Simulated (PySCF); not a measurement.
This PySCF input asks for the NMR shieldings of SMILES BN(B(F)N(C)C)C1CC1, C5H13B2FN2; the geometry comes from GFN2-xTB.

```python
import basis_set_exchange as bse
import numpy as np
from pyscf import gto, dft
from pyscf.prop import nmr

atoms = """
B    -0.312290    1.021283    1.829905
N    -0.616458    0.645042    0.522684
B     0.318244    0.653977   -0.594647
F    -0.124315    1.201922   -1.747069
N     1.598654    0.109920   -0.598872
C     2.502709    0.256481   -1.721872
C     2.180329   -0.657828    0.478379
C    -1.990975    0.404447    0.139324
C    -2.344794   -0.876393   -0.555119
C    -2.789123   -0.638142    0.857749
H    -1.169332    1.063822    2.627695
H     0.788107    1.315572    2.101229
H     3.422875    0.753134   -1.401371
H     2.031694    0.850693   -2.499066
H     2.762370   -0.723972   -2.132185
H     3.016054   -0.117672    0.932990
H     1.430586   -0.851970    1.239505
H     2.556263   -1.609585    0.090226
H    -2.509377    1.302297   -0.184138
H    -3.077793   -0.849822   -1.346418
H    -1.550302   -1.588998   -0.718201
H    -2.294369   -1.192607    1.640117
H    -3.833507   -0.444618    1.049233
"""
names = dict.fromkeys(["B", "N", "F", "C", "H"], "pcSseg-1")
basis = {el: gto.basis.parse(bse.get_basis(n, elements=[el], fmt="nwchem")) for el, n in names.items()}
mol = gto.M(atom=atoms, basis=basis, charge=0, verbose=0)
mf = dft.RKS(mol, xc="PBE0")
mf.grids.level = 2
mf.grids.alignment = dft.numint.BLKSIZE   # the property module wants whole blocks of grid points
mf.conv_tol = 1e-9
mf.kernel()

calc = nmr.RKS(mf)   # GIAO
C = mf.mo_coeff
Co = C[:, mf.mo_occ > 0]
resp = mf.gen_response(singlet=True, hermi=2)
def vind(x):   # induced exchange potential for any number of trial vectors
    d = np.einsum("pi,xij,qj->xpq", C, 2 * x.reshape(-1, C.shape[1], Co.shape[1]), Co, optimize=True)
    return np.einsum("xpq,pi,qj->xij", resp(d - d.transpose(0, 2, 1)), C, Co, optimize=True).ravel()
mo1, _ = nmr.rhf.solve_mo1(calc, with_cphf=vind)
sigma = calc.kernel(mo1)
for i, s in enumerate(sigma):   # ppm
    w = np.linalg.eigvalsh((s + s.T) / 2)
    print("%2d %-2s iso %8.1f  s11 %8.1f  s22 %8.1f  s33 %8.1f" % (i, mol.atom_pure_symbol(i), w.mean(), *w))
```

Problem. Give the expected output.

Solution. 
```
 0 B  iso     56.2  s11     20.8  s22     29.5  s33    118.4
 1 N  iso     98.2  s11    -22.7  s22     97.2  s33    220.2
 2 B  iso     77.0  s11     50.1  s22     84.4  s33     96.6
 3 F  iso    299.9  s11    191.1  s22    288.5  s33    420.3
 4 N  iso    185.1  s11    112.3  s22    216.1  s33    227.0
 5 C  iso    148.5  s11    124.8  s22    135.8  s33    184.9
 6 C  iso    145.6  s11    126.3  s22    130.5  s33    180.0
 7 C  iso    151.3  s11    111.5  s22    134.1  s33    208.2
 8 C  iso    177.6  s11    146.2  s22    174.5  s33    212.0
 9 C  iso    175.0  s11    141.7  s22    175.4  s33    207.9
10 H  iso     26.3  s11     23.1  s22     25.8  s33     30.0
11 H  iso     26.6  s11     23.9  s22     25.9  s33     30.0
12 H  iso     29.3  s11     24.8  s22     26.7  s33     36.3
13 H  iso     27.9  s11     22.5  s22     28.4  s33     32.8
14 H  iso     29.3  s11     24.9  s22     27.0  s33     35.9
15 H  iso     29.1  s11     25.2  s22     26.2  s33     35.8
16 H  iso     28.5  s11     23.3  s22     30.3  s33     31.9
17 H  iso     29.4  s11     25.7  s22     26.7  s33     35.8
18 H  iso     28.7  s11     22.3  s22     27.0  s33     36.7
19 H  iso     31.1  s11     25.7  s22     26.6  s33     41.1
20 H  iso     31.5  s11     26.7  s22     29.2  s33     38.6
21 H  iso     31.2  s11     25.9  s22     29.2  s33     38.6
22 H  iso     30.9  s11     25.2  s22     26.5  s33     40.9
```

These numbers come from an equivalent density-fitted implementation of the same equations, which agrees with the script to about 0.01 ppm for H and up to a few tenths of a ppm for heavy atoms, so last digits may differ.

Size and cost of the density-fitted run: 235 basis functions, 100 s wall time on 1 thread of an Arm Neoverse N1, shared host; peak memory 1.1 GiB.
